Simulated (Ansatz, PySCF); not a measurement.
Lewis adduct: GaH3 (SMILES [GaH3]) (first 4 atoms) with PH3 (SMILES P); geometry from B3LYP-D3(BJ)/def2-TZVP.
(charge 0, multiplicity 1):
```xyz
8

Ga    -0.461     0.489     0.710
H     -1.539     1.497     1.266
H     -0.951    -0.799    -0.056
H      1.004     1.012     0.455
P      0.033    -0.670     2.951
H      0.986    -1.707     2.994
H      0.523     0.096     4.026
H     -1.010    -1.328     3.632
```

Monomers are frozen at their geometry in the pair; levels with a basis set take the counterpoise correction.

Rows in 6-31G* carry no dispersion term and start afresh at each structure (6-31G* with six Cartesian d functions); the Pople sets are all-electron and without relativity.

The values were computed with Ansatz (a quantum-chemistry and plane-wave program) with Gaussian orbitals; PySCF for 6-31G* rows, the dispersion terms. Values without a source in brackets are computed.

Question: One of these levels gives -830.8 meV for the interaction energy. Which?
A. revPBE/def2-TZVPPD
B. HF/6-31G*
C. revPBE-D4/def2-TZVPPD
D. r2SCAN-D3(BJ)/def2-TZVPPD

Answer: D, r2SCAN-D3(BJ)/def2-TZVPPD. The others give -427.1 (HF/6-31G*), -584.9 (revPBE/def2-TZVPPD), -762.0 (revPBE-D4/def2-TZVPPD)
